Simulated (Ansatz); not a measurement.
[WO4]2- (WO4²⁻). Total charge -2; triplet. Geometry PBE-D4/def2-SVPD, that of the charge -2 singlet; atoms count from 1.

```xyz
5

W    -0.0003   -0.0003   -0.0003
O     1.2059    0.7038   -1.1639
O     0.5709   -1.6364    0.5485
O    -1.6126   -0.1646   -0.8236
O    -0.1639    1.0975    1.4393
```

In the def2 sets W takes a core potential; there is no spin–orbit coupling. A multiply charged anion in the gas phase is held together partly by the finite basis. The highest occupied level of the charge -2 triplet lies above zero (up to 5.14 eV). It is a level of α spin, whose loss leaves a doublet; that state wasn't run at this geometry and level. The electron is either unbound and held by the finite basis, or the level is raised by self-interaction error. At PBE0-D4/def2-TZVPD a singlet of charge -2 lies 3.84 eV below the triplet at the same geometry.

**Question.** Estimate the Mulliken populations from the PBE0/def2-TZVPD orbitals of Ansatz.

**Answer.** 
| atom | charge (e) | spin (α − β) | d electrons |
| --- | --- | --- | --- |
| W1 | -1.06 | 2.56 | 3.34 |
| O2 | -0.51 | -0.22 | – |
| O3 | -0.36 | 0.12 | – |
| O4 | -0.51 | -0.22 | – |
| O5 | 0.44 | -0.23 | – |
Mulliken values and Mayer orders depend strongly on the basis. With diffuse functions, as here, like atoms can get unlike values, and bond orders can come out too low or too high.

**Question.** Where does the spin sit?

**Answer.** Summed by element: W 2.56, O -0.56, of 2 unpaired in all. Largest on single atoms: W1 2.56, O5 -0.23, O4 -0.22.
